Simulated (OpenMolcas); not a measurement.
Xe2+: effect of the IPEA shift

```json
{"Program": "OpenMolcas", "Basis": "ANO-RCC-VTZP [7s6p4d2f1g]", "Scalar Hamiltonian": "DKH2, point nucleus", "Active space": "6 electrons in 9 orbitals (RAS2 5s 5p; RAS3 5d, at most 2 electrons)", "State averaging": "2S+1 = 3 even, 3 roots; 2S+1 = 1 even, 7 roots; 2S+1 = 3 odd, 3 roots; 2S+1 = 1 odd, 3 roots", "Spin-orbit coupling": "RASSI with atomic mean-field integrals over the reference wave functions, term energies averaged over their components"}
```

Methods on the same reference wave functions:
A. RASSCF
B. MS-RASPT2, IPEA 0 Eh, imaginary shift 0.1 Eh (closed shells correlated: 4d)
C. MS-RASPT2, IPEA 0.25 Eh, imaginary shift 0.1 Eh (closed shells correlated: 4d)

Energies in cm-1 above 5s2 5p4 3P2, the measured ground level; measured values from Saloman, J. Phys. Chem. Ref. Data 33, 765 (2004).

```
       Level       A       B       C  Measured
 5s2 5p4 3P2     0.0     0.0     0.0       0.0
 5s2 5p4 3P0    7772    7750    7780      8130
 5s2 5p4 3P1    8317    8490    8490      9794
 5s2 5p4 1D2   17989   16400   16420     17099
 5s2 5p4 1S0   35154   34470   34620     36103
5s 5p5 3P* 2   96422   99010   99350     98262
5s 5p5 3P* 1  102105  104430  104800    103568
```

Deviations, from unrounded energies. A percentage is the sum of absolute deviations over the sum of measured energies, with the sign that they share, or ± where signs differ.

| Against measurement | Levels | A | B | C |
| --- | --- | --- | --- | --- |
| mean absolute deviation (cm-1) | 6 | 1200 | 940 | 1000 |
| fine structure of the ground term (%) | 2 | -10.2 | -9.4 | -9.3 |
| other terms of the ground configuration (%) | 2 | ±3.5 | -4.4 | -4.1 |
| other configurations (%) | 2 | -1.6 | +0.8 | +1.1 |

B lies closest to measurement on these levels and A furthest from it. The largest miss of B in the table is 5s2 5p4 1S0, by -1600 cm-1. The ranking rests on the paired levels alone, and a cruder setting can come out closer through cancelling errors.

Between B and C the level of the table that moves most is 5s 5p5 3P* 1, by 370 cm-1 (lowest in B, highest in C). Moves below CASPT2's spread within the term are not significant.

The mean deviations of B to C differ by less than CASPT2's widest spread within a term (87 cm-1), so their order carries little weight.

From A to B the spin-free energies of the other terms of 5s2 5p4 shown, above 3P, scale by factors of 0.83 to 0.96.

The lowest spin-free term lies below A's lowest term by 0.506 hartree in B, 0.503 hartree in C.

Term energies are means over components that CASPT2 splits; among the terms shown or strongly mixed into the levels shown the widest spread is 87 cm-1 (5s2 5p4 1D, C). The run also gave levels led by 5s 5p4 5d, which use shells meant for correlation; these and all levels above them are left out. Some terms mix strongly with configurations of 5d, whose occupation reaches 0.25 (5s 5p5 3P*). Computed and measured levels are paired by configuration, term and J; levels that our copy of the source lacks, or whose pairing is in doubt (as where it misses far off the trend of its configuration), stay unpaired and out of the deviations. Levels of configurations outside the active space are missing. Levels that lie high or do not pair safely by name in every column are left out.

* marks odd parity.
